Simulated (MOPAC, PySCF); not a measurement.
Isomers of C2HNO. Isolated molecules, 0 K electronic values unless said otherwise. Strings in code marks are SMILES.

Quantity: vertical ionisation energy (energy after one electron is removed minus that of the parent at the parent's geometry), in eV.

Level 1: PBE-D3(BJ)/def2-TZVP // CAM-B3LYP-D3(BJ)/def2-TZVP (PySCF)
Level 2: B3LYP/6-31G* // CAM-B3LYP-D3(BJ)/def2-TZVP (PySCF)
Level 3: minus the HOMO energy of HF/STO-3G // CAM-B3LYP-D3(BJ)/def2-TZVP (PySCF)
Level 4: minus the HOMO energy of PM6 // CAM-B3LYP-D3(BJ)/def2-TZVP (MOPAC)

| species | level 2 | level 3 | level 4 |
|---|---|---|---|
| `O=c1cn1` | 10.07 | 8.44 | 10.60 |

Question: What does level 1 give for each?

Answer: 
- `O=c1cn1`: 9.99
